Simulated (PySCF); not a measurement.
C2H10Cl2O2Si3, SMILES C[Si](O[SiH3])(C)O[SiH](Cl)Cl. Geometry optimised at B3LYP-D3(BJ)/def2-SVP. The structure was generated by enumeration, and PubChem lists no compound with its InChIKey, so it may never have been made. The values are those of a single conformer.

Problem. Give the equilibrium geometry at B3LYP-D3(BJ)/def2-SVP (PySCF confirms it by a frequency run) as a Z-matrix. (Estimate from the structure and the level; the computed values follow.)

Solution. One answer among several that fit: 
```
Si
O 1 1.6554
Si 2 1.6614 1 147.32
O 1 1.6910 2 107.35 3 -34.63
Si 4 1.6280 1 138.73 2 88.03
H 5 1.4714 4 111.11 1 -163.65
H 3 1.4887 2 107.82 1 170.98
H 3 1.4900 7 109.32 2 120.16
H 3 1.4901 7 109.17 8 119.61
C 1 1.8575 2 109.12 3 -150.33
H 10 1.1013 1 110.39 2 59.15
H 10 1.1015 11 108.14 1 121.31
H 10 1.1016 11 108.27 12 117.18
C 1 1.8648 2 110.08 3 83.00
H 14 1.1014 1 110.93 2 -174.79
H 14 1.1016 15 108.49 1 122.34
H 14 1.1016 15 107.83 16 116.83
Cl 5 2.0669 6 109.33 4 121.60
Cl 5 2.0755 6 109.34 4 -120.71
```
Charge 0, spin multiplicity 1.
